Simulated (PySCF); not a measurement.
diantimony (Sb2), SMILES [Sb]#[Sb]. Geometry optimised at PBE-D3(BJ)/def2-TZVP. The def2 effective core potentials stand for the cores of Sb; spin–orbit coupling is left out.

These are PySCF with PBE-D3(BJ)/def2-TZVP values and carry that method's errors.

Harmonic wavenumbers (cm⁻¹): 276. Rotational constants (GHz): 1.326 (linear); symmetry number 2.

**Question.** Work out the zero-point energy and the ideal-gas rigid-rotor harmonic-oscillator thermochemistry at 298.15 K and 1 atm.

**Answer.** ZPE = ½ Σ hcν = ½ × 276 cm⁻¹ = 0.39 kcal/mol. H − E(el) = 2.75 kcal/mol. Entropy in cal/(mol K): translation 42.37, rotation 17.41, vibration 1.56, total 61.33. G − E(el) = -15.54 kcal/mol. Cp = 8.67 cal/(mol K).
